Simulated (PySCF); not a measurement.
C3H6, SMILES C1CC1. Atoms are numbered in the order given.

```xyz
9

C      0.8643     0.0000     0.0000
C     -0.4322    -0.7485     0.0000
C     -0.4322     0.7485     0.0000
H      1.4516     0.0000     0.9097
H      1.4516     0.0000    -0.9097
H     -0.7258    -1.2571    -0.9097
H     -0.7258    -1.2571     0.9097
H     -0.7258     1.2571     0.9097
H     -0.7258     1.2571    -0.9097
```
Charge 0, spin multiplicity 1.

Geometry: PBE0-D3(BJ)/def2-TZVP.

Two levels are set side by side: PBE/pcJ-1 (PySCF) and B3LYP/pcJ-1 (PySCF). One-bond couplings, all four terms, same geometry. Isotopes: 13C, 1H. Differences are taken from unrounded values.

```tsv
quantity	B3LYP	PBE	PBE minus B3LYP
¹J(C1,C2) (Hz)	14.9	10.9	-4.0
¹J(C1,C3) (Hz)	14.9	10.9	-4.0
¹J(C2,C3) (Hz)	14.9	10.9	-4.0
¹J(C1,H4) (Hz)	167.6	154.6	-13.0
¹J(C1,H5) (Hz)	167.6	154.6	-13.0
¹J(C2,H6) (Hz)	167.6	154.6	-13.0
¹J(C2,H7) (Hz)	167.6	154.6	-13.0
¹J(C3,H8) (Hz)	167.6	154.6	-13.0
¹J(C3,H9) (Hz)	167.6	154.6	-13.0
```

Rough cost on one machine, each run with all the roots and properties that it gave: B3LYP against PBE within a factor of 2.
